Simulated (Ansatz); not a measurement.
Molecule: sum formula AlH2Br, charge 0, multiplicity 1. 
Coordinates optimised at B3LYP-D3(BJ)/def2-TZVP (Ansatz, a program for electronic structure):
SMILES: [Br][AlH2]
```xyz
4

Al    -1.5565     0.0585    -0.0267
Br     0.7086    -0.0266     0.0121
H     -2.2306     1.4757    -0.0359
H     -2.3349    -1.3043    -0.0424
```

Total electronic energies in hartree. Cores are frozen in the correlated levels unless marked. Spin-orbit coupling is left out. Frozen are the shells of the preceding noble gas and the d and f shells that filled before the atom's block. No relativistic terms. CBS marks a two-point X^-3 extrapolation of the correlation energy; Hartree-Fock from the larger set. The bracket is a focal-point correction in the basis named.

```
level                                                            program  energy (Eh)
--------------------------------------------------------  --------------  -----------
HF/6-31G                                                          Ansatz  -2815.13821
HF/def2-SVP                                                       Ansatz  -2815.16396
HF/def2-TZVPPD                                                    Ansatz  -2815.56579
SVWN5/def2-TZVPD                                                  Ansatz  -2813.22078
BLYP-D3(BJ)/def2-TZVPD                                    Ansatz + dftd3  -2817.87189
revPBE/def2-TZVPD                                                 Ansatz  -2817.56612
PBE0/6-31G*                                                       Ansatz            ?
PBE0-D3(BJ)/def2-TZVPD                                    Ansatz + dftd3  -2817.42808
BHLYP-D4/def2-TZVPD                                       Ansatz + dftd4            ?
CAM-B3LYP/def2-TZVPD                                              Ansatz  -2817.97281
LC-wPBE/def2-TZVPD                                                Ansatz            ?
B2PLYP-D3(BJ)/def2-TZVPD                                  Ansatz + dftd3  -2817.30686
B2PLYP-D4/def2-TZVPD                                      Ansatz + dftd4  -2817.30601
PBE-QIDH/def2-TZVPD                                               Ansatz  -2816.98787
RPA@PBE/def2-QZVPP                                                Ansatz  -2816.08058
MP2/def2-QZVPP                                                    Ansatz  -2815.88773
RI-MP2/CBS(def2-TZVPPD,def2-QZVPPD)                               Ansatz   -2815.9052
SCS-MP2/STO-3G                                                    Ansatz  -2784.93873
SCS-MP2/def2-TZVPP                                                Ansatz  -2815.81363
CCSD/def2-QZVPP                                                   Ansatz  -2815.91595
CCSD(T)/def2-TZVPPD                                               Ansatz  -2815.84792
RI-MP2/CBS(def2-TZVPP,def2-QZVPP)+[CCSD(T)-MP2]/def2-SVP          Ansatz   -2815.9362
CCSD(T)/CBS(def2-TZVPPD,def2-QZVPPD)                              Ansatz   -2815.9439
```

Task: Some entries are withheld; supply them.

Result: 
- PBE0/6-31G*, energy (Eh): -2817.10022
- BHLYP-D4/def2-TZVPD, energy (Eh): -2817.84125
- LC-wPBE/def2-TZVPD, energy (Eh): -2817.40439
